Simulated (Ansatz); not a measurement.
Consider the cleavage of the Si–B bond: `CNB(F)[SiH3]` + `O[CH2][ZnH]` → `[SiH3]O[CH2][ZnH]` + `CNBF`.

Program: Ansatz. Geometries: PBE0-D4/def2-TZVP. ΔE: electronic, gas phase. CBS: MP2 limit from def2 TZ/QZ plus the TZ coupled-cluster correction, frozen cores. This one scheme is used for every species. Functionals use def2-TZVPP. For Zn outer-core shells are correlated without core-valence functions, which leaves a few kJ/mol of doubt a bond. Scalar relativity is left out up to krypton. One conformer a species, not always the lowest.

| level | ΔE (eV) |
| --- | --- |
| PBE-D4 | -0.97 |
| ωB97M-V | -1.25 |
| r2SCAN | -1.16 |
| PBE0 | -1.08 |
| SCS-MP2/def2-TZVPP | -1.37 |
| CCSD(T)/def2-TZVPP | -1.24 |
| HF/CBS(def2) | -1.54 |
| CCSD/CBS(def2) | -1.27 |

Q: What does CCSD(T)/CBS give? (Best estimate.)

A: Ansatz gave: -1.24 eV. The listed levels differ from it by 0.27, -0.01, 0.08, 0.16, -0.13, 0.00, -0.30, -0.03 eV.

Largest T1 diagnostic among the species: 0.014.

From PBE to PBE0 (25 % exact exchange), in def2-TZVPP and without D4, ΔE moves by −0.10 eV. In def2-TZVPP, CCSD(T) changes the Hartree–Fock value by +0.27 eV (the triples alone add +0.04 eV) and MP2 by +0.18 eV.
